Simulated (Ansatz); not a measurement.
System: C3H5, charge 1, singlet. C3H5+ (parent SMILES C=[C]C, singlet).
B3LYP-D3(BJ)/def2-TZVP minimum from Ansatz (an electronic-structure program):
```
C
C 1 1.2645
H 2 1.0926 1 121.67
H 2 1.0938 3 117.91 1 -180.00
C 1 1.4019 4 154.51 2 180.00
H 5 1.0936 1 113.22 4 -65.93
H 5 1.0936 6 114.09 1 -131.44
H 5 1.1146 6 106.32 7 -116.86
```
Charge +1, spin multiplicity 1.

Total energies in cc-pVDZ, 16 correlated electrons, 3 frozen orbitals. Open shells are spin-unrestricted; no spin-orbit coupling. Cores are frozen in correlated methods. No relativity. The spin of C3H5+ (parent SMILES C=[C]C, singlet) was assumed, and the state is the lowest solution found for it.

| method | program | energy (Eh) | minus CCSDT(Q) (mEh) |
|---|---|---|---|
| HF | Ansatz | -116.17620 | 431.85 |
| MP2 | Ansatz | -116.55065 | 57.40 |
| CCSD | Ansatz | -116.59140 | 16.65 |
| CCSD(T) | Ansatz | -116.60606 | 1.99 |
| CCSDT(Q) | Ansatz | -116.60805 | 0.00 |

Rough core times of Ansatz's runs on a shared machine: CCSD(T) under 20 s, CCSDT(Q) 80 s.
